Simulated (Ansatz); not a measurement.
Species: sum formula H5SiN2O2 (charge 0, doublet). It need not be the lowest isomer of its formula. SMILES: [NH][Si](N)(O)O
Geometry from a B3LYP-D3(BJ)/def2-TZVP (Ansatz, a first-principles code) optimisation:
```xyz
10

Si    -0.0124     0.0104    -0.0204
O     -0.5498    -1.2822    -0.8634
O      1.6321    -0.0821    -0.1247
N     -0.4912     1.5201    -0.7473
N     -0.6779    -0.1154     1.5413
H     -0.0045    -1.5820    -1.5951
H      2.1595     0.5015     0.4251
H     -0.4090     2.3471    -0.1529
H     -1.0615     0.6687     2.0394
H     -0.9867    -0.9981     1.9152
```
Charge 0, spin multiplicity 2.

Atomisation energy built up term by term with Ansatz (kcal/mol; UHF references for open shells; valence terms freeze the core; atomic spin-orbit terms are left out). CBS(X,Y): correlation extrapolated as X^-3; Hartree-Fock from the larger set.

```json
[
 {"term": "Hartree-Fock", "basis": "cc-pV(Q+d)Z", "kcal/mol": "597.93"},
 {"term": "CCSD correlation", "basis": "CBS(cc-pV(T+d)Z,cc-pV(Q+d)Z)", "kcal/mol": "274.85"},
 {"term": "(T)", "basis": "CBS(cc-pV(T+d)Z,cc-pV(Q+d)Z)", "kcal/mol": "17.12"},
 {"term": "core correlation", "basis": "cc-pwCVTZ", "kcal/mol": "2.07"},
 {"term": "scalar relativity (X2C)", "basis": "cc-pVTZ-DK against cc-pVTZ", "kcal/mol": "-1.94"},
 {"term": "sum: De", "basis": "", "kcal/mol": "890.0"}
]
```

(T) makes 1.9 % of the CCSD(T) atomisation energy; under 5 % is typical of single-reference molecules.
